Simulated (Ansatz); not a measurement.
A nudged elastic band was laid between two geometries of ClF2H4N2Ta + H2 (12 atoms, charge 0, multiplicity 1).

All numbers below come from RKS B3LYP-D4/def2-SVP (Ansatz 0.2.0).

```json
{
  "movable images": "5",
  "climbing image": "yes",
  "spring": "5.0 eV/Å²",
  "optimiser": "quadratic models (default)",
  "start path": "through a guess of the saddle point",
  "force threshold": "0.05 eV/Å",
  "iteration limit": "60",
  "end points": "relaxed"
}
```

Initial state:

```xyz
12
Properties=species:S:1:pos:R:3
Ta -0.091 0.328 0.063
Cl 2.175 1.025 0.079
F 0.007 0.024 1.946
N 0.205 -0.173 -1.844
H -0.333 -0.910 -2.300
H 1.040 0.036 -2.387
N -1.104 1.988 -0.064
H -1.404 2.505 0.763
H -1.395 2.455 -0.919
F -1.389 -1.064 -0.004
H 1.038 -2.425 0.495
H 1.683 -2.023 0.508
```

Final state:

```xyz
12
Properties=species:S:1:pos:R:3
Ta -0.766 -0.230 0.129
Cl 3.312 0.242 -0.683
F -1.102 -0.621 1.966
N 0.076 -0.507 -1.647
H -0.436 -0.910 -2.434
H 1.075 -0.487 -1.861
N -0.856 1.726 0.187
H -1.208 2.239 0.997
H -0.650 2.359 -0.582
F -2.259 -1.246 -0.470
H 0.910 -0.635 0.635
H 2.335 -0.164 0.099
```

**Question.** What changes between the two ends?

**Answer.** Bonds broken: Ta1–Cl2, H11–H12. Bonds formed: Ta1–H11, Cl2–H12. ClF2H4N2Ta + H2 becomes ClH + F2H5N2Ta.

**Question.** Give the energies along the band, and the barrier.

**Answer.** It converged. The highest image is number 4 of 0 to 6, 160.0 kJ/mol above the first end and 26.6 kJ/mol above the last; the last end lies 133.4 kJ/mol above the first. A vibrational analysis at the climbing image gives one clearly imaginary mode, 144i cm⁻¹: a first-order saddle point. The orbitals stay closed-shell, which can raise the energy where a bond breaks towards radicals; this wasn't checked here.

| image | path coordinate (Å) | energy (kJ/mol) | Ta1–Cl2 (Å) | H11–H12 (Å) | Ta1–H11 (Å) |
| --- | --- | --- | --- | --- | --- |
| 0 | 0.00 | 0.0 | 2.37 | 0.76 | 3.01 |
| 1 | 0.67 | 5.4 | 2.38 | 0.76 | 2.66 |
| 2 | 1.35 | 33.0 | 2.43 | 0.77 | 2.36 |
| 3 | 2.02 | 105.0 | 2.67 | 0.84 | 2.06 |
| 4 | 2.70 | 160.0 | 3.12 | 1.22 | 1.86 |
| 5 | 3.84 | 140.0 | 3.86 | 1.57 | 1.79 |
| 6 | 4.97 | 133.4 | 4.18 | 1.59 | 1.80 |

**Question.** What is the geometry of the highest image?

**Answer.** 
```xyz
12
Properties=species:S:1:pos:R:3:forces:R:3
Ta -0.505 -0.302 0.043 0.00 0.00 0.00
Cl 2.430 0.734 0.167 0.00 0.00 0.00
F -0.423 -0.184 1.952 0.00 0.00 0.00
N 0.106 -0.371 -1.847 0.00 0.00 0.00
H -0.403 -0.890 -2.565 0.00 0.00 0.00
H 1.006 -0.070 -2.219 0.00 0.00 0.00
N -0.881 1.637 0.070 0.00 0.00 0.00
H -0.791 2.180 0.928 0.00 0.00 0.00
H -0.827 2.239 -0.749 0.00 0.00 0.00
F -2.070 -1.295 -0.228 0.00 0.00 0.00
H 0.963 -1.388 0.414 0.00 0.00 0.00
H 1.824 -0.524 0.369 0.00 0.00 0.00
```

**Question.** What are the harmonic wavenumbers there?

**Answer.** 144i, 77, 95, 142, 152, 188, 201, 234, 295, 416, 507, 534, 611, 617, 640, 647, 671, 692, 701, 778, 980, 1104, 1333, 1496, 1499, 1816, 3509, 3531, 3606, 3639 cm⁻¹.

Time of the run: 10 min on 4 threads of Arm Neoverse V2, with other jobs on the host, peak memory 0.43 GiB.
